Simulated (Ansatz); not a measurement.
Cost and result for the atomization energy of C₂H₇BO₃, SMILES `CCOB(O)O` (13 atoms, 12 bonds).

```xyz
13

C     1.800   -1.090    0.615
C     0.634   -0.136    0.651
O    -0.098   -0.263   -0.556
B    -1.194    0.498   -0.788
O    -1.825    0.293   -1.987
O    -1.595    1.403    0.167
H     1.452   -2.120    0.511
H     2.456   -0.865   -0.229
H     2.382   -1.013    1.536
H     0.982    0.897    0.766
H    -0.019   -0.354    1.504
H    -2.599    0.836   -2.139
H    -2.374    1.914   -0.051
```

The species carries charge 0 and has multiplicity 1. The structure was optimised at the PBE0-D4/def2-TZVP level. It is one conformer, not always the lowest. Program: Ansatz. All runs use 4 threads of an Arm Neoverse V1 on a shared host. Times are those of one run each, without the atoms' runs, and a repeat can differ threefold. Electronic energies, without spin–orbit coupling; frozen cores. CCSD(T)/CBS adds CCSD(T) − MP2 in def2-TZVPP to the MP2 limit, and its time is that of the two runs behind it. T1 = 0.011. B3LYP takes the VWN-RPA correlation (the form of Gaussian; ORCA's B3LYP/G). HSE06 is the plane-wave form, built on full-range PBE exchange.

CCSD(T)/CBS is a level of theory with its own doubt, some kJ/mol a heavy atom from the limit and from the frozen cores, so smaller differences don't rank the functionals.

```csv
level,functions,wall time
BLYP-D4/def2-TZVPP,284,2.4 s
PBE0-D4/def2-TZVPP,284,3.2 s
HSE06-D4/def2-TZVPP,284,3.3 s
BHLYP-D4/def2-TZVPP,284,3.3 s
B3LYP-D4/def2-TZVPP (with forces),284,4.9 s
B2PLYP/def2-TZVPP,284,6.5 s
PBE-QIDH/def2-TZVPP,284,6.5 s
B97M-V/def2-TZVPP,284,11 s
CCSD(T)/def2-SVP,119,11 s
ωB97M-V/def2-TZVPP (with forces),284,12 s
MP2/def2-QZVPP,552,30 s
CCSD(T)/def2-TZVPP,284,5.9 min
CCSD(T)/CBS(def2),–,6.4 min
```

(1) What atomization energy does each give, and how far from CCSD(T)/CBS? (Estimate.)

Answers

(1) Computed: 
```
                            level  atomization (kJ/mol)  difference from CCSD(T)/CBS  per bond
               BLYP-D4/def2-TZVPP                5468.9                         -6.2      -0.5
               PBE0-D4/def2-TZVPP                5474.0                         -1.1      -0.1
              HSE06-D4/def2-TZVPP                5479.0                          3.9       0.3
              BHLYP-D4/def2-TZVPP                5287.8                       -187.3     -15.6
B3LYP-D4/def2-TZVPP (with forces)                5464.9                        -10.2      -0.9
                B2PLYP/def2-TZVPP                5425.6                        -49.5      -4.1
              PBE-QIDH/def2-TZVPP                5438.5                        -36.6      -3.0
                B97M-V/def2-TZVPP                5474.4                         -0.7      -0.1
                 CCSD(T)/def2-SVP                5223.4                       -251.7     -21.0
 ωB97M-V/def2-TZVPP (with forces)                5491.9                         16.8       1.4
                   MP2/def2-QZVPP                5549.8                         74.7       6.2
               CCSD(T)/def2-TZVPP                5339.5                       -135.6     -11.3
                CCSD(T)/CBS(def2)                5475.1                          0.0       0.0
```

In def2-TZVPP, CCSD(T) changes the Hartree–Fock value by +1326.5 kJ/mol (the triples alone add +77.6 kJ/mol) and MP2 by +1456.5 kJ/mol; breaking electron pairs costs correlation energy, which Hartree–Fock lacks. From BLYP to BHLYP (50 % exact exchange), in def2-TZVPP and without D4, the atomization energy moves by −157.1 kJ/mol: exact exchange takes away binding that semilocal exchange gives to molecules. At CCSD(T), def2-SVP lies −251.7 kJ/mol from the extrapolated value and def2-TZVPP −135.6 kJ/mol: correlation converges slowly with the basis, and small sets miss more of it in the bonded molecule than in its fragments.
